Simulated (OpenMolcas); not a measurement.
## How methods differ on C2HF2Si (SMILES [C]#C[SiH](F)F)

C2HF2Si has 6 atoms, charge 0, and is taken as a doublet. As SMILES, `[C]#C[SiH](F)F`. Geometry: relaxed at PBE0-D4/def2-TZVP.

Quantity: the dipole moment, in D. The values are calculated.

```json
{"level": "UHF/def2-SVPD", "kind": "Hartree–Fock", "program": "OpenMolcas", "value (D)": "1.84", "CPU time": "21 s"}
{"level": "USVWN5/def2-SVPD", "kind": "LDA", "program": "OpenMolcas", "value (D)": "1.43", "CPU time": "40 s"}
{"level": "UPBE/def2-SVPD", "kind": "GGA", "program": "OpenMolcas", "value (D)": "1.38", "CPU time": "67 s"}
{"level": "U-r2SCAN/def2-SVPD", "kind": "meta-GGA", "program": "OpenMolcas", "value (D)": "1.48", "CPU time": "75 s"}
{"level": "UM06-L/def2-SVPD", "kind": "meta-GGA", "program": "OpenMolcas", "value (D)": "2.43", "CPU time": "1.7 min"}
{"level": "UB3LYP/def2-SVPD", "kind": "global hybrid", "program": "OpenMolcas", "value (D)": "1.53", "CPU time": "60 s"}
{"level": "UM06-2X/def2-SVPD", "kind": "hybrid meta-GGA", "program": "OpenMolcas", "value (D)": "1.57", "CPU time": "75 s"}
{"level": "UPBE0/def2-SVPD", "kind": "global hybrid", "program": "OpenMolcas", "value (D)": "1.56", "CPU time": "62 s"}
```

The values span 1.38 to 2.43 D. Spin contamination of the reference (⟨S²⟩ at least 0.1 too high) touches UHF/def2-SVPD. Magnitudes only. CPU times are rough (shared hosts, several kinds of processor and program).
